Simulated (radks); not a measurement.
Values are calculated unless marked as measured or tabulated.
Q: Species: neutral boron. Configuration: [He] 2s2 2p1. Level of theory: non-relativistic Kohn-Sham, PBE, spin-polarised, spherical densities, point nucleus; open shells are filled with parallel spins first (a radial shooting solver on a logarithmic mesh with Libxc functionals). Some entries of the table are withheld. Estimate them.

orbital  occ.  eigenvalue (hartree)  <r> (bohr)  <1/r> (bohr^-1)
1s up       1              -6.63355      0.3297            4.650
1s down     1              -6.62291      0.3293            4.654
2s up       1              -0.36391       1.939           0.7391
2s down     1              -0.31976       1.971           0.7297
2p up       1                   (1)         (2)              (3)
2p down     0                   (4)         (5)              (6)

A: 
(1) 2p up eigenvalue (hartree): -0.14777
(2) 2p up <r> (bohr): 2.255
(3) 2p up <1/r> (bohr^-1): 0.6036
(4) 2p down eigenvalue (hartree): -0.10826
(5) 2p down <r> (bohr): 2.368
(6) 2p down <1/r> (bohr^-1): 0.5840
